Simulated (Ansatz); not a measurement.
Geometry optimisation, RKS PBE0/6-31G* (Ansatz).

Input:

```yaml
crystal:
  periodic: [false, false, false]
  atoms:
    - { symbol: "N", position_ang: [-1.8639, 1.4917, -0.3777] }
    - { symbol: C, position_ang: [-1.1645, 0.4051, -0.4253] }
    - { symbol: "N", position_ang: [-0.0681, 0.34, 0.1741] }
    - { symbol: Si, position_ang: [0.8664, -1.1631, 0.0594] }
    - { symbol: "N", position_ang: [2.1708, -0.7886, 0.944] }
    - { symbol: H, position_ang: [-2.87239, 1.48056, -0.71724] }
    - { symbol: H, position_ang: [-1.80744, 2.03331, 0.50754] }
    - { symbol: H, position_ang: [-1.5925, -0.3824, -1.0261] }
    - { symbol: H, position_ang: [1.1681, -1.4203, -1.2972] }
    - { symbol: H, position_ang: [0.0361, -2.2397, 0.7635] }
    - { symbol: H, position_ang: [1.8114, -0.4781, 1.8891] }
    - { symbol: H, position_ang: [2.5499, 0.079, 0.559] }
basis:
  gaussian: { orbitals: "6-31G*" }
hamiltonian:
  xc: pbe0
relax:
  f_tol: 0.015
  max_steps: 40
```

Launched with:

```bash
$ ansatz run input.yaml --threads 1 --pin off --max-ram 2048MiB --backend cpu --events-out ev --progress --plain --runs-dir out
```

Task: Where does it end, and by what steps?

Result: It converged. After 15 steps the energy has fallen by 1.158 eV; H8 moved furthest, 0.94 Å.

```json
{"step": "0", "energy less start (eV)": "0.0000", "largest force component (eV/Å)": "5.452", "accepted": "yes"}
{"step": "1", "energy less start (eV)": "-0.8312", "largest force component (eV/Å)": "2.187", "accepted": "yes"}
{"step": "2", "energy less start (eV)": "-1.0269", "largest force component (eV/Å)": "0.623", "accepted": "yes"}
{"step": "3", "energy less start (eV)": "-0.9872", "largest force component (eV/Å)": "1.520", "accepted": "no"}
{"step": "4", "energy less start (eV)": "-1.0659", "largest force component (eV/Å)": "0.260", "accepted": "yes"}
{"step": "5", "energy less start (eV)": "-1.0828", "largest force component (eV/Å)": "0.178", "accepted": "yes"}
{"step": "6", "energy less start (eV)": "-1.1008", "largest force component (eV/Å)": "0.183", "accepted": "yes"}
{"step": "7", "energy less start (eV)": "-1.1134", "largest force component (eV/Å)": "0.496", "accepted": "yes"}
{"step": "8", "energy less start (eV)": "-1.1205", "largest force component (eV/Å)": "0.940", "accepted": "yes"}
{"step": "9", "energy less start (eV)": "-1.1441", "largest force component (eV/Å)": "0.721", "accepted": "yes"}
{"step": "10", "energy less start (eV)": "-1.0955", "largest force component (eV/Å)": "0.768", "accepted": "no"}
{"step": "11", "energy less start (eV)": "-1.1566", "largest force component (eV/Å)": "0.053", "accepted": "yes"}
{"step": "12", "energy less start (eV)": "-1.1564", "largest force component (eV/Å)": "0.146", "accepted": "no"}
{"step": "13", "energy less start (eV)": "-1.1569", "largest force component (eV/Å)": "0.044", "accepted": "yes"}
{"step": "14", "energy less start (eV)": "-1.1575", "largest force component (eV/Å)": "0.031", "accepted": "yes"}
{"step": "15", "energy less start (eV)": "-1.1576", "largest force component (eV/Å)": "0.003", "accepted": "yes"}
```

```xyz
12
Properties=species:S:1:pos:R:3
N -2.103 1.521 -0.345
C -1.182 0.528 -0.459
N -0.543 0.048 0.533
Si 0.675 -1.171 0.339
N 2.278 -0.742 0.831
H -2.732 1.719 -1.106
H -2.396 1.777 0.587
H -1.041 0.214 -1.508
H 0.768 -1.558 -1.108
H 0.291 -2.337 1.179
H 2.445 -0.596 1.818
H 2.774 -0.044 0.292
```

Time of the run: 3.9 min on 1 thread of Intel(R) Xeon(R) Processor @ 2.50GHz (Skylake/Cascade Lake), on a shared host, peak memory 0.2 GiB.
